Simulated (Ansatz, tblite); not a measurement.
Cost and result up the ladder for the cluster Zr4O10H4 (18 atoms). The state is a singlet with charge 0. Geometry: PBE-D4/def2-SVP.

```tsv
atom	x (Å)	y (Å)	z (Å)
Zr1	-1.4851	-0.0356	0.7119
Zr2	-0.4892	2.3867	-1.4707
Zr3	1.0853	-2.0751	1.2687
Zr4	1.0656	-0.4862	-1.3013
O5	2.4012	-2.8513	2.4644
O6	0.8590	1.2135	-2.7126
O7	-1.0382	-2.1350	1.1583
O8	1.2041	-0.1822	0.6724
O9	-2.0201	1.9708	-0.0373
O10	-0.6776	1.9391	0.6445
O11	-0.6859	-1.2492	2.3279
O12	1.4177	-2.3575	-0.6774
O13	1.5236	1.6027	-1.4224
O14	-0.8669	-0.3573	-1.1466
H15	3.0668	-3.2616	3.0331
H16	-0.2996	4.2275	-1.7431
H17	-3.3173	-0.2387	0.9729
H18	-1.7434	1.8894	-2.7426
```

Ansatz on 4 threads of Intel Xeon Platinum 8488C on a shared host; xTB runs through tblite on one thread. Times are rough, summed over both states, and most runs start from the orbitals of an earlier one. PBE0-D4/def2-SVP serves as the yardstick here, not as an exact answer. The other state is a triplet.

In the def2 sets Zr takes a core potential; there is no spin–orbit coupling. The xTB rows come from tblite. The structure holds 3 bonds between oxygen atoms, so isomers without such links may lie far lower. HOMO above LUMO, or a gap near zero within one spin, warns that the state may not be the lowest or that an electron is smeared out. The structure comes from a short search, and lower isomers may exist.

xTB has no spin-polarisation term.

```csv
level,functions,vertical triplet (eV),difference from PBE0-D4/def2-SVP (eV),remarks
PBE0-D4/def2-SVP,284,3.78,0.00,–
GFN1-xTB,84,2.77,-1.01,–
GFN2-xTB,80,3.52,-0.27,–
PBE-D4/def2-SVP,284,3.58,-0.21,gap within one spin near zero (triplet)
```

**Question.** Estimate how long each takes.

**Answer.** GFN2-xTB 0.095 s; GFN1-xTB 0.099 s; PBE-D4/def2-SVP 45 s; PBE0-D4/def2-SVP 45 s. On shared hardware such times vary by a factor of up to 3.
